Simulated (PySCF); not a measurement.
An excited-state job on `O=C(C1CC1)C1CC1`.

Computed with TDDFT B3LYP/def2-SVPD, vertical, gas phase, core orbitals frozen in the response (PySCF 2.14.0, density-fitted response routines). Geometry: GFN2-xTB. A driver script takes a list of jobs; this job's settings line and coordinates (Å) are shown.

Input:
```
{"job": {"kind": "uv", "xc": "B3LYP", "basis": "def2-SVPD", "nstates": 8, "ntriplets": 3}, "charge": 0, "multiplicity": 1}
O     -0.424670    -1.289987     0.715324
C     -0.079031    -0.297219     0.108992
C      1.328163     0.177493     0.101175
C      2.418968    -0.845576     0.315876
C      2.089956     0.103547     1.407402
C     -1.038627     0.534620    -0.660107
C     -2.197814    -0.167392    -1.331311
C     -2.445775     0.646952    -0.116879
H      1.540618     1.012111    -0.553206
H      2.095240    -1.869290     0.425871
H      3.338905    -0.718914    -0.233669
H      1.546526    -0.275665     2.259432
H      2.772868     0.908270     1.633441
H     -0.620989     1.400401    -1.155729
H     -2.227924    -1.241678    -1.231504
H     -2.518321     0.205868    -2.292076
H     -2.944347     1.599304    -0.210952
H     -2.642505     0.123473     0.806263
```

Task: What does the run print?

Result: 
```
coarse grid: 14888 points
cycle   1  E = -347.4809150216  dE =  1.256e+00  |g| = 8.299e-01  |ddm| = 8.466e+00
cycle   2  E = -346.9437340884  dE =  5.372e-01  |g| = 1.822e+00  |ddm| = 3.827e+00
cycle   3  E = -347.6168427736  dE = -6.731e-01  |g| = 2.159e-01  |ddm| = 3.408e+00
cycle   4  E = -347.6273436227  dE = -1.050e-02  |g| = 7.874e-02  |ddm| = 4.937e-01
cycle   5  E = -347.6287994994  dE = -1.456e-03  |g| = 1.164e-02  |ddm| = 1.764e-01
cycle   6  E = -347.6288264582  dE = -2.696e-05  |g| = 5.071e-03  |ddm| = 4.828e-02
cycle   7  E = -347.6288329567  dE = -6.498e-06  |g| = 9.956e-04  |ddm| = 1.340e-02
final grid: 143384 points
cycle   8  E = -347.7021305759  dE = -6.437e-05  |g| = 7.269e-03  |ddm| = 2.407e-01
cycle   9  E = -347.7021070829  dE =  2.349e-05  |g| = 1.285e-02  |ddm| = 3.188e-02
cycle  10  E = -347.7021424443  dE = -3.536e-05  |g| = 2.419e-03  |ddm| = 2.004e-02
cycle  11  E = -347.7021436262  dE = -1.182e-06  |g| = 1.453e-04  |ddm| = 3.190e-03
cycle  12  E = -347.7021436289  dE = -2.726e-09  |g| = 1.020e-04  |ddm| = 6.991e-04
cycle  13  E = -347.7021436315  dE = -2.559e-09  |g| = 2.185e-05  |ddm| = 2.855e-04
cycle  14  E = -347.7021436316  dE = -1.114e-10  |g| = 6.216e-06  |ddm| = 7.601e-05
converged SCF energy = -347.7021436316

Static polarisability (au): isotropic 82.453, principal 71.277 72.446 103.638

Singlet excitations
state   eV       nm        f      main configurations
  1   4.5279    273.8   0.00002   H->L 0.98
  2   6.6443    186.6   0.01783   H-3->L 0.43, H->L+1 0.40, H-2->L 0.10
  3   6.6556    186.3   0.00066   H->L+1 0.57, H-3->L 0.37
  4   6.8283    181.6   0.34168   H-2->L 0.81
  5   6.8747    180.3   0.03167   H-1->L 0.77, H-3->L 0.11
  6   7.1521    173.4   0.09437   H->L+3 0.91
  7   7.2453    171.1   0.00918   H-4->L 0.98
  8   7.3008    169.8   0.00058   H->L+4 0.99

Triplet excitations (Tamm-Dancoff, eV): 4.0678 5.2941 6.1340
```

The SCF starts on a coarse grid where the log names one; the energy can jump when the final grid takes over, and dE then counts from the start density on the new grid. H and L stand for HOMO and LUMO; the number after each pair is its weight.

Task: Give S1 in cm⁻¹ and kJ/mol.

Result: 4.5279 eV × 8065.54 = 36520 cm⁻¹; × 96.485 = 436.9 kJ/mol.

Task: Give the mean polarisability as a volume in Å³, and the ratio of the largest to the smallest principal value.

Result: 82.453 au × 0.148185 = 12.22 Å³; 103.638/71.277 = 1.45.

Summary of the converged run: HOMO -6.99 eV, LUMO -0.77 eV; lowest singlet 4.53 eV; lowest triplet 4.07 eV (Tamm–Dancoff); mean polarisability 82.5 au.

The run took 41 s wall on one thread of an x86-64 server, on a shared host.

One conformer stands for the species.
Labels such as C1 count atoms from 1, the log's own numbers from 0.
